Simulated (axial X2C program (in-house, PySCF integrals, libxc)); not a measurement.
**Spin–orbit effects down a group: molecules with Zr (ions), PBE0**

Computed with an axial X2C code built on PySCF integrals, spin-free (one-electron X2C) or two-component (2c: spin–orbit coupling with atomic mean-field Coulomb and Gaunt terms, which also bring small scalar terms), in Dyall basis sets with cores contracted in-house; open shells are unrestricted.

Basis sets: Br dyall-cv3z, Cl dyall-av3z, F dyall-av3z, Zr dyall-cv3z.

| molecule | spin-free state | Re (Å) | ωe (cm⁻¹) | De (eV) | 2c state | Re 2c (Å) | ωe 2c (cm⁻¹) | De 2c (eV) |
| --- | --- | --- | --- | --- | --- | --- | --- | --- |
| ZrF⁺ | M_S = 1, Λ = 2 | 1.814 | 751.6 | 6.10 | Ω = 1 | 1.815 | 751.1 | n/a |
| ZrCl⁺ | M_S = 1, Λ = 2 | 2.231 | 463.6 | 4.71 | Ω = 1 | 2.231 | 463.2 | n/a |
| ZrBr⁺ | M_S = 1, Λ = 2 | 2.373 | 333.2 | 4.23 | Ω = 1 | 2.374 | 332.4 | n/a |

**Question.** Work out the shifts from the spin-free to the two-component result.

**Answer.** 

| molecule | 2c state | ΔRe (Å) | Δωe (cm⁻¹) | ΔDe (eV) |
| --- | --- | --- | --- | --- |
| ZrF⁺ | Ω = 1 | 0.001 | -0.5 | n/a |
| ZrCl⁺ | Ω = 1 | 0.000 | -0.4 | n/a |
| ZrBr⁺ | Ω = 1 | 0.001 | -0.8 | n/a |

Shifts of one unit in the last digit are rounding.

Fragments in 2c: Zr+ + F, Zr+ + Cl, Zr+ + Br. Each entry is the lowest single determinant of a limited PBE0 search at one distance. De goes to single-determinant-based atoms at the same level (for ions the charge split of lowest energy) and is withheld (n/a) where an atom does not fit its ground term or J level. Main or longest-lived isotopes. One determinant is a doubtful description, or other states lie close, for ZrF⁺, ZrCl⁺, ZrBr⁺; these need not be ground states, and all values refer to the states named. With several unpaired electrons the Ω given is that of one determinant, not necessarily of the lowest component. The functionals have no current term, which raises determinants with orbital currents.
